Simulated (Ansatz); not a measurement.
Calculation: Ansatz (a first-principles code) with frozen-core CCSD(T)/def2-TZVPP // CAM-B3LYP-D3(BJ)/def2-TZVP.

Ansatz 0.2 input:
```yaml
crystal:
  periodic: [false, false, false]
  atoms:
    - { symbol: S, position_ang: [-1.355359, -1.151865, 0.632953] }
    - { symbol: In, position_ang: [-0.002255, 0.603461, -0.236182] }
    - { symbol: S, position_ang: [2.304843, 0.050391, -0.382708] }
    - { symbol: H, position_ang: [-2.499683, -0.458765, 0.557677] }
    - { symbol: H, position_ang: [-0.603404, 2.11956, -0.714965] }
    - { symbol: H, position_ang: [2.150715, -1.186336, 0.109822] }
basis:
  gaussian: { orbitals: def2-TZVPP }
correlation:
  method: ccsd_t
```

Output:

```
Functional definition: HF
1191 factors; integrals over basis functions are off by at most 8.6e-4 eV
mean field evaluation 1: about -26831.8315 eV, gradient 2.0e1 eV
mean field evaluation 2: about -26831.8954 eV, gradient 2.0e1 eV
mean field evaluation 4: about -26833.4116 eV, gradient 2.4e0 eV
mean field evaluation 8: about -26833.4464 eV, gradient 2.2e-1 eV
mean field evaluation 16: about -26833.1148 eV, gradient 9.5e0 eV
mean field -26833.44667457 eV, -986.1109769271 hartree, gradient 7.0e-6 eV, S^2 0.000000; 0 other end points of the search recorded, 0 dependent functions left out
14 core orbitals not correlated
reference -26833.44667457 eV, -986.1109769271 hartree; 14, 14 occupied and 148, 148 virtual orbitals, 1191 factors
second order -17.49088413 eV of doubles, -0.00000000 eV of singles
cycle   1  -17.88212127 eV  change   -3.9e-1 eV  update   1.0e-1
cycle   2  -18.34855854 eV  change   -4.7e-1 eV  update   2.9e-2
cycle   3  -18.42576497 eV  change   -7.7e-2 eV  update   1.5e-2
cycle   4  -18.41669214 eV  change    9.1e-3 eV  update   4.1e-3
cycle   5  -18.41466552 eV  change    2.0e-3 eV  update   1.8e-3
cycle   6  -18.41465847 eV  change    7.1e-6 eV  update   5.1e-4
cycle   7  -18.41450972 eV  change    1.5e-4 eV  update   1.7e-4
cycle   8  -18.41454922 eV  change   -3.9e-5 eV  update   5.9e-5
cycle   9  -18.41456884 eV  change   -2.0e-5 eV  update   2.1e-5
perturbative correction -0.73945876 eV, -0.0271746083 hartree
Total energy: -26852.60070218 eV, -986.8148744585 hartree
```

Cost: about 70 core-seconds (a rough figure).
